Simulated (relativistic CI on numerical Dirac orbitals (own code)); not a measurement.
One change at a time: Sr³⁴⁺

Base calculation: Dirac-Coulomb-Breit CI, separate exchange-only KLI orbitals for each configuration, model QED (radiative potential, 1s self-energy scaled to tabulated hydrogen-like ionisation energies), unscaled Slater integrals.

Configurations in the expansion (outside the closed core 1s2): 2s², 2s2p, 2p², 2p3s, 2p3p, 2s3s, 2s3p, 2s3d, 2s4s, 2s4p, 2s4d, 2s4f, 3s², 3s3p, 3p². Levels of other configurations are missing.

Variants: (1) Breit term removed. Shifts of the energy above 2s² ¹S0, in eV, for the lowest level and the first level of each name with at least 55 % of one term (blank where a level changes its place among those of its configuration and J or its character, or is not in the variant):

| Level | Base | Δ(1) |
| --- | --- | --- |
| 2s² ¹S0 | 0.00 | 0.00 |
| 2s2p ³P°0 | 66.84 | -1.99 |
| 2s2p ³P°1 | 78.85 | -1.36 |
| 2s2p ³P°2 | 146.44 | +0.43 |
| 2p² ³P0 | 191.62 | -3.79 |
| 2s2p ¹P°1 | 194.55 | +0.02 |
| 2p² ³P1 | 254.47 | -2.02 |
| 2p² ¹S0 | 378.33 | -1.00 |
| 2s3s ³S1 | 2518.70 | +1.57 |
| 2s3s ¹S0 | 2532.34 | +1.41 |
| 2s3p ³P°0 | 2551.80 | +0.80 |
| 2s3p ³P°1 | 2552.33 | +1.07 |
| 2s3p ¹P°1 | 2573.67 | +1.43 |
| 2s3p ³P°2 | 2575.08 | +1.55 |
| 2s3d ³D1 | 2590.44 | +1.79 |
| 2s3d ³D2 | 2593.02 | +2.05 |
| 2s3d ³D3 | 2598.23 | +2.14 |
| 2p3s ³P°0 | 2603.92 | -0.37 |
| 2s3d ¹D2 | 2609.03 | +1.89 |
| 2p3s ³P°1 | 2609.29 | -0.04 |
| 2p3p ³D1 | 2625.62 | -0.67 |
| 2p3p ³P0 | 2645.04 | -0.97 |

At this charge energies of transitions that change n are usually good to better than 1 %, and those within a shell (Δn = 0) to a few per cent.

Ionisation energy from the two ground configurations alone: base 4457.76 eV; Breit term removed 4459.9 eV. The NIST ASD value (semi-empirical) is 4465 eV.

LS names give the leading component of a level, which can be under half, so a name can repeat, a term be missing and a line seem to break the LS rules.
